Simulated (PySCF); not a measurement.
Isomers of C7H11N, mass 109.089 u with the commonest isotopes. Theory: PBE0/def2-SVPD in PySCF (dipole) on a GFN2-xTB geometry, gas phase. One conformer each, none proved a minimum here; rigid rotors.

Problem. Order these by radius of gyration √(Σ m r²/M), largest first.
A. `[H]/[N:2]=[CH:3]/[C@@H:4]1[CH2:5][C@@H:6]2[CH2:7][C@@H:8]2[CH2:9]1` with N2–C3–C4–C5 141°, C3–C4–C5–C6 -100°, C4–C5–C6–C7 50°, C5–C6–C7–C8 -97°, C6–C7–C8–C9 97°
B. `[H]/[N:4]=[CH:3]/[C:2](=[CH2:1])[CH:5]1[CH2:6][CH2:7][CH2:8]1` with C1–C2–C3–N4 174°, C1–C2–C5–C6 118°, C2–C5–C6–C7 -139°, C5–C6–C7–C8 15°, C6–C7–C8–C5 -15°, C2–C5–C8–C7 135°
C. `[CH:1]#[C:2][C@H:3]1[CH2:4][CH2:5][N:6]([CH3:7])[CH2:8]1` with C2–C3–C4–C5 118°, C3–C4–C5–N6 28°, C4–C5–N6–C7 -169°, C5–N6–C8–C3 41°
D. `[CH3:1][C@@H:2]1[CH2:3][CH2:4][C@@H:5]([C:6]#[N:7])[CH2:8]1` with C1–C2–C3–C4 -162°, C2–C3–C4–C5 23°, C3–C4–C5–C6 -118°, C4–C5–C8–C2 -25°

Solution. C (2.058 Å), D (2.031 Å), B (2.006 Å), A (1.817 Å).

Problem. Order these by rotational constant B, largest first.
A. `[CH3:1][C@@H:2]1[CH2:3][CH2:4][C@@H:5]([C:6]#[N:7])[CH2:8]1` with C1–C2–C3–C4 -162°, C2–C3–C4–C5 23°, C3–C4–C5–C6 -118°, C4–C5–C8–C2 -25°
B. `[H]/[N:2]=[CH:3]/[C@@H:4]1[CH2:5][C@@H:6]2[CH2:7][C@@H:8]2[CH2:9]1` with N2–C3–C4–C5 141°, C3–C4–C5–C6 -100°, C4–C5–C6–C7 50°, C5–C6–C7–C8 -97°, C6–C7–C8–C9 97°
C. `[H]/[N:2]=[CH:3]/[C@@H:4]1[C@H:5]2[CH2:6][CH2:7][CH2:8][C@@H:9]12` with N2–C3–C4–C5 -146°, C3–C4–C5–C6 155°, C4–C5–C6–C7 49°, C5–C6–C7–C8 27°, C6–C7–C8–C9 -27°
D. `[H]/[N:4]=[CH:3]/[C:2](=[CH2:1])[CH:5]1[CH2:6][CH2:7][CH2:8]1` with C1–C2–C3–N4 174°, C1–C2–C5–C6 118°, C2–C5–C6–C7 -139°, C5–C6–C7–C8 15°, C6–C7–C8–C5 -15°, C2–C5–C8–C7 135°
E. `[CH2:1]=[C:2]([C:3]#[N:4])[C@H:5]([CH3:6])[CH2:7][CH3:8]` with C1–C2–C5–C6 -117°, C2–C5–C7–C8 -62°

Solution. B (1819 MHz), D (1644 MHz), E (1610 MHz), A (1422 MHz), C (1311 MHz).

Problem. Order these by out-of-plane moment Σ m c² = (Ia + Ib − Ic)/2, largest first.
A. `[H]/[N:4]=[CH:3]/[C:2](=[CH2:1])[CH:5]1[CH2:6][CH2:7][CH2:8]1` with C1–C2–C3–N4 174°, C1–C2–C5–C6 118°, C2–C5–C6–C7 -139°, C5–C6–C7–C8 15°, C6–C7–C8–C5 -15°, C2–C5–C8–C7 135°
B. `[H]/[N:2]=[CH:3]/[C@@H:4]1[C@H:5]2[CH2:6][CH2:7][CH2:8][C@@H:9]12` with N2–C3–C4–C5 -146°, C3–C4–C5–C6 155°, C4–C5–C6–C7 49°, C5–C6–C7–C8 27°, C6–C7–C8–C9 -27°
C. `[H]/[N:2]=[CH:3]/[C@@H:4]1[CH2:5][C@@H:6]2[CH2:7][C@@H:8]2[CH2:9]1` with N2–C3–C4–C5 141°, C3–C4–C5–C6 -100°, C4–C5–C6–C7 50°, C5–C6–C7–C8 -97°, C6–C7–C8–C9 97°
D. `[CH:1]#[C:2][C@H:3]1[CH2:4][CH2:5][N:6]([CH3:7])[CH2:8]1` with C2–C3–C4–C5 118°, C3–C4–C5–N6 28°, C4–C5–N6–C7 -169°, C5–N6–C8–C3 41°
E. `[CH3:1][C@@H:2]1[CH2:3][CH2:4][C@@H:5]([C:6]#[N:7])[CH2:8]1` with C1–C2–C3–C4 -162°, C2–C3–C4–C5 23°, C3–C4–C5–C6 -118°, C4–C5–C8–C2 -25°
F. `[CH2:1]=[C:2]([C:3]#[N:4])[C@H:5]([CH3:6])[CH2:7][CH3:8]` with C1–C2–C5–C6 -117°, C2–C5–C7–C8 -62°

Solution. F (102.55 u·Å²), C (60.20 u·Å²), B (39.38 u·Å²), E (36.87 u·Å²), D (27.28 u·Å²), A (17.65 u·Å²).

```json
{"SMILES": "[H]/N=C/[C@@H]1C[C@@H]2C[C@@H]2C1", "point group": "C1", "Ia (u·Å²)": "142.66", "Ib (u·Å²)": "277.89", "Ic (u·Å²)": "300.15", "κ": "-0.85", "μa (D)": "0.15", "μb (D)": "1.51", "μc (D)": "0.66"}
{"SMILES": "C[C@@H]1CC[C@@H](C#N)C1", "point group": "C1", "Ia (u·Å²)": "131.52", "Ib (u·Å²)": "355.49", "Ic (u·Å²)": "413.28", "κ": "-0.85", "μa (D)": "3.55", "μb (D)": "1.54", "μc (D)": "1.78"}
{"SMILES": "[H]/N=C/C(=C)C1CCC1", "point group": "C1", "Ia (u·Å²)": "149.30", "Ib (u·Å²)": "307.47", "Ic (u·Å²)": "421.48", "κ": "-0.59", "μa (D)": "0.84", "μb (D)": "1.00", "μc (D)": "0.52"}
{"SMILES": "C=C(C#N)[C@H](C)CC", "point group": "C1", "Ia (u·Å²)": "223.51", "Ib (u·Å²)": "313.84", "Ic (u·Å²)": "332.25", "κ": "-0.76", "μa (D)": "2.62", "μb (D)": "0.61", "μc (D)": "2.87"}
{"SMILES": "[H]/N=C/[C@@H]1[C@H]2CCC[C@@H]12", "point group": "Cs", "Ia (u·Å²)": "105.66", "Ib (u·Å²)": "385.53", "Ic (u·Å²)": "412.44", "κ": "-0.95", "μa (D)": "1.26", "μb (D)": "0.00", "μc (D)": "1.93"}
{"SMILES": "C#C[C@H]1CCN(C)C1", "point group": "C1", "Ia (u·Å²)": "111.08", "Ib (u·Å²)": "378.45", "Ic (u·Å²)": "434.97", "κ": "-0.90", "μa (D)": "0.59", "μb (D)": "0.12", "μc (D)": "0.30"}
```
